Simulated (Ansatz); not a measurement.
Level of theory: Ansatz (a quantum-chemistry and plane-wave program) with frozen-core CCSD(T)/cc-pVTZ // B3LYP-D3(BJ)/def2-TZVP.

Ansatz 0.2 input:
```yaml
crystal:
  periodic: [false, false, false]
  atoms:
    - { symbol: F, position_ang: [-1.137583, -1.161329, -0.040995] }
    - { symbol: Al, position_ang: [-0.009544, 0.034141, -0.000167] }
    - { symbol: F, position_ang: [1.574234, -0.402912, 0.062447] }
    - { symbol: H, position_ang: [-0.427107, 1.5301, -0.021286] }
basis:
  gaussian: { orbitals: cc-pVTZ }
correlation:
  method: ccsd_t
```

Output:

```
Functional definition: HF
664 factors; integrals over basis functions are off by at most 1.9e-3 eV
mean field evaluation 1: about -12014.0558 eV, gradient 4.1e1 eV
mean field evaluation 2: about -12014.0678 eV, gradient 4.1e1 eV
mean field evaluation 4: about -12016.9555 eV, gradient 1.6e0 eV
mean field evaluation 8: about -12016.9703 eV, gradient 6.2e-2 eV
mean field evaluation 16: about -12016.9519 eV, gradient 3.3e-1 eV
mean field -12016.97027455 eV, -441.6155121946 hartree, gradient 4.9e-6 eV, S^2 0.000000; 0 other end points of the search recorded, 0 dependent functions left out
7 core orbitals not correlated
reference -12016.97027455 eV, -441.6155121946 hartree; 9, 9 occupied and 92, 92 virtual orbitals, 664 factors
second order -15.94019593 eV of doubles, -0.00000000 eV of singles
cycle   1  -15.68473011 eV  change    2.6e-1 eV  update   8.4e-2
cycle   2  -16.00422375 eV  change   -3.2e-1 eV  update   2.5e-2
cycle   3  -16.09155321 eV  change   -8.7e-2 eV  update   1.3e-2
cycle   4  -16.07652988 eV  change    1.5e-2 eV  update   2.8e-3
cycle   5  -16.07437034 eV  change    2.2e-3 eV  update   1.2e-3
cycle   6  -16.07538508 eV  change   -1.0e-3 eV  update   3.4e-4
cycle   7  -16.07528984 eV  change    9.5e-5 eV  update   1.0e-4
cycle   8  -16.07522574 eV  change    6.4e-5 eV  update   2.8e-5
cycle   9  -16.07523025 eV  change   -4.5e-6 eV  update   1.0e-5
perturbative correction -0.43519433 eV, -0.0159930965 hartree
Total energy: -12033.48069912 eV, -442.2222591065 hartree
```

Cost: roughly 6 core-seconds.
